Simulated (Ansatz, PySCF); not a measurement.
C₄H₉NSi, SMILES N[SiH2]C1=CCC1. Atoms are numbered in the order given.

```xyz
15

N      2.3825    -0.0584     0.6102
Si     1.3119     0.0272    -0.7592
C     -0.4344    -0.0166    -0.1065
C     -0.9401    -0.3537     1.1046
C     -2.3800    -0.0793     0.7376
C     -1.8193     0.3140    -0.6674
H      2.3433     0.6820     1.3081
H      3.3477    -0.3444     0.4612
H      1.6322    -1.1502    -1.6165
H      1.4396     1.2374    -1.6354
H     -0.4656    -0.7028     2.0273
H     -2.8712     0.7401     1.2908
H     -3.0540    -0.9534     0.7478
H     -1.9740     1.3677    -0.9538
H     -2.1585    -0.3264    -1.4989
```
Charge 0, spin multiplicity 1.

Geometry: TPSSh-D3(BJ)/def2-SVP. This is a generated structure with no PubChem entry under its InChIKey; it may be hypothetical. The values are those of a single conformer.

Two levels are set side by side: PBE-D3(BJ)/def2-SVP (Ansatz, a first-principles code) and TPSSh-D3(BJ)/def2-SVP (PySCF). Each level has its own optimised geometry; the coordinates shown are those of the second. Frequencies come from the Hessian of PySCF at each geometry. Differences are taken from unrounded values.

```json
[
 {"quantity": "mean bond length (Å)", "TPSSh-D3(BJ)": "1.340"},
 {"quantity": "bond N1–Si2 (Å)", "TPSSh-D3(BJ)": "1.740"},
 {"quantity": "bond Si2–C3 (Å)", "TPSSh-D3(BJ)": "1.865"},
 {"quantity": "bond C3–C4 (Å)", "TPSSh-D3(BJ)": "1.355"},
 {"quantity": "bond C3–C6 (Å)", "TPSSh-D3(BJ)": "1.530"},
 {"quantity": "bond C4–C5 (Å)", "TPSSh-D3(BJ)": "1.511"},
 {"quantity": "bond C5–C6 (Å)", "TPSSh-D3(BJ)": "1.563"},
 {"quantity": "bond N1–H7 (Å)", "TPSSh-D3(BJ)": "1.018"},
 {"quantity": "bond N1–H8 (Å)", "TPSSh-D3(BJ)": "1.018"},
 {"quantity": "bond Si2–H9 (Å)", "TPSSh-D3(BJ)": "1.491"},
 {"quantity": "bond Si2–H10 (Å)", "TPSSh-D3(BJ)": "1.500"},
 {"quantity": "bond C4–H11 (Å)", "TPSSh-D3(BJ)": "1.095"},
 {"quantity": "bond C5–H12 (Å)", "TPSSh-D3(BJ)": "1.104"},
 {"quantity": "bond C5–H13 (Å)", "TPSSh-D3(BJ)": "1.104"},
 {"quantity": "bond C6–H14 (Å)", "TPSSh-D3(BJ)": "1.103"},
 {"quantity": "bond C6–H15 (Å)", "TPSSh-D3(BJ)": "1.103"},
 {"quantity": "highest harmonic wavenumber (cm⁻¹)", "TPSSh-D3(BJ)": "3631"},
 {"quantity": "mean harmonic wavenumber (cm⁻¹)", "TPSSh-D3(BJ)": "1350"},
 {"quantity": "zero-point energy (kcal/mol)", "TPSSh-D3(BJ)": "75.28"}
]
```

Task: What does PBE-D3(BJ) give, and how far is it from TPSSh-D3(BJ)? (An estimate is asked for; the answer gives what the named calculation found.)

Result: 
```csv
quantity,PBE-D3(BJ),PBE-D3(BJ) minus TPSSh-D3(BJ)
mean bond length (Å),1.348,0.008
bond N1–Si2 (Å),1.750,0.010
bond Si2–C3 (Å),1.868,0.004
bond C3–C4 (Å),1.363,0.008
bond C3–C6 (Å),1.531,0.001
bond C4–C5 (Å),1.513,0.002
bond C5–C6 (Å),1.566,0.003
bond N1–H7 (Å),1.024,0.006
bond N1–H8 (Å),1.023,0.006
bond Si2–H9 (Å),1.508,0.016
bond Si2–H10 (Å),1.517,0.018
bond C4–H11 (Å),1.103,0.008
bond C5–H12 (Å),1.112,0.008
bond C5–H13 (Å),1.112,0.008
bond C6–H14 (Å),1.111,0.008
bond C6–H15 (Å),1.111,0.008
highest harmonic wavenumber (cm⁻¹),3574,-57
mean harmonic wavenumber (cm⁻¹),1312,-38
zero-point energy (kcal/mol),73.15,-2.13
```

Exact exchange shortens and stiffens bonds; PBE has none. Differences between two approximate levels are no errors against the true value.
